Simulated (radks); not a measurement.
All-electron atom: Cu in [Ar] 3d10 4s1.

All-electron calculation, scalar-relativistic Kohn-Sham, PBE, spin-polarised, spherical densities, point nucleus; open shells are filled with parallel spins first; hard spherical wall at 8 bohr. Program: a radial shooting solver on a logarithmic mesh with Libxc functionals.

Energy parts (eV):
part                       energy
total                  -45030.927
kinetic                 45701.283
electron-nucleus      -108433.766
Hartree                 19539.666
exchange-correlation    -1838.109

Orbitals (lengths in bohr, moments of r in powers of bohr; <r^-3> diverges for s and p1/2):
| orbital | occ. | eigenvalue (eV) | <1/r> | <r^-3> | <r^4> |
|---|---|---|---|---|---|
| 1s up | 1 | -8850.995 | 29.16 | - | 0.00003438 |
| 1s down | 1 | -8850.965 | 29.16 | - | 0.00003438 |
| 2s down | 1 | -1062.310 | 6.328 | - | 0.007406 |
| 2s up | 1 | -1062.272 | 6.328 | - | 0.007405 |
| 2p down | 3 | -916.8041 | 6.210 | 706.0 | 0.005525 |
| 2p up | 3 | -916.7816 | 6.210 | 706.1 | 0.005524 |
| 3s down | 1 | -114.5423 | 1.997 | - | 0.5626 |
| 3s up | 1 | -114.4955 | 1.996 | - | 0.5648 |
| 3p down | 3 | -71.9718 | 1.843 | 89.63 | 0.7897 |
| 3p up | 3 | -71.9441 | 1.841 | 89.48 | 0.7971 |
| 3d up | 5 | -4.9388 | 1.358 | 7.414 | 9.737 |
| 4s up | 1 | -4.8902 | 0.4534 | - | 143.2 |
| 3d down | 5 | -4.7713 | 1.378 | 7.596 | 8.239 |
| 4s down | 0 | -3.9263 | 0.4522 | - | 148.2 |
| 4p up | 0 | -0.4198 | 0.3299 | 2.146 | 351.7 |
| 4p down | 0 | 0.4771 | 0.3251 | 2.053 | 365.8 |
| 5s up | 0 | 3.7737 | 0.2903 | - | 868.6 |
| 4d up | 0 | 4.2971 | 0.2689 | 0.4173 | 755.3 |
| 5s down | 0 | 4.5604 | 0.2946 | - | 862.8 |
| 4d down | 0 | 5.0522 | 0.2611 | 0.3599 | 759.0 |

The highest occupied level is 3d down at -4.771 eV. Summed over all electrons, <r^2> = 30.60 bohr^2, which gives a Langevin (diamagnetic) susceptibility term of -24.2 x 10^-6 cm^3/mol.
